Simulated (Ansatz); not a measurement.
Consider the formal hydrolysis of a B–Si bond: `CB(N)[SiH2][SiH3]` + H₂O → `CB(N)O` + `[SiH3][SiH3]`.

Gas-phase electronic energies from Ansatz, PBE0-D4/def2-TZVP geometries. CCSD(T)/CBS is the MP2 limit (def2-TZVPP, def2-QZVPP) plus CCSD(T) − MP2 in def2-TZVPP, frozen cores. This one scheme is used for every species. DFT in def2-TZVPP. Each species was taken in one conformer, which may not be the lowest.

`CB(N)[SiH2][SiH3]`:

```xyz
15

C    -0.894   -0.575   -1.714
B    -0.881   -0.599   -0.143
N    -1.324   -1.720    0.553
Si   -0.172    0.976    0.919
Si    2.142    1.172    0.617
H    -1.289   -1.491   -2.165
H     0.116   -0.415   -2.109
H    -1.489    0.266   -2.085
H    -1.340   -1.786    1.557
H    -1.664   -2.548    0.090
H    -0.783    2.266    0.480
H    -0.428    0.841    2.387
H     2.459    1.325   -0.831
H     2.712    2.342    1.339
H     2.835   -0.053    1.105
```

H₂O:

Cartesian coordinates in Å:
```
O -0.352 0.142 -0.088
H 0.386 0.002 -0.684
H -0.035 -0.143 0.772
```

`CB(N)O`:

```xyz
10

C     0.262    1.163   -0.161
B    -0.156   -0.358   -0.104
N     0.149   -1.174    0.996
O    -0.845   -0.956   -1.138
H    -0.617    1.807   -0.270
H     0.803    1.498    0.727
H     0.903    1.361   -1.027
H    -0.118   -2.143    1.034
H     0.645   -0.845    1.802
H    -1.025   -0.353   -1.859
```

`[SiH3][SiH3]`:

Cartesian coordinates in Å:
```
Si -0.416 0.705 -0.834
Si 0.416 -0.705 0.834
H 0.544 1.809 -1.103
H -0.630 -0.056 -2.094
H -1.714 1.296 -0.410
H 0.634 0.057 2.093
H 1.712 -1.299 0.408
H -0.546 -1.807 1.105
```

CCSD(T)/CBS gives -1.25 eV.

Question: Another level gave -1.29 eV. Which?
A. CCSD(T)/def2-TZVPP
B. HF/def2-TZVPP
C. PBE-D4/def2-TZVPP
D. ωB97M-V/def2-TZVPP

Answer: A. CCSD(T)/def2-TZVPP -1.29, ωB97M-V -1.34, PBE-D4 -1.15, HF/def2-TZVPP -1.62 eV.

Largest T1 diagnostic among the species: 0.013.

The D4 term adds +0.10 eV with B3LYP and +0.06 eV with PBE0; it sums over pairs of atoms, weighted by their polarisabilities, and B3LYP, whose exchange is more repulsive, gets the larger term. In def2-TZVPP, CCSD(T) changes the Hartree–Fock value by +0.33 eV (the triples alone add +0.05 eV) and MP2 by +0.32 eV. From PBE to PBE0 (25 % exact exchange), in def2-TZVPP and without D4, ΔE moves by −0.06 eV.

B3LYP here is the variant with VWN-RPA as its local correlation; programs differ in this.
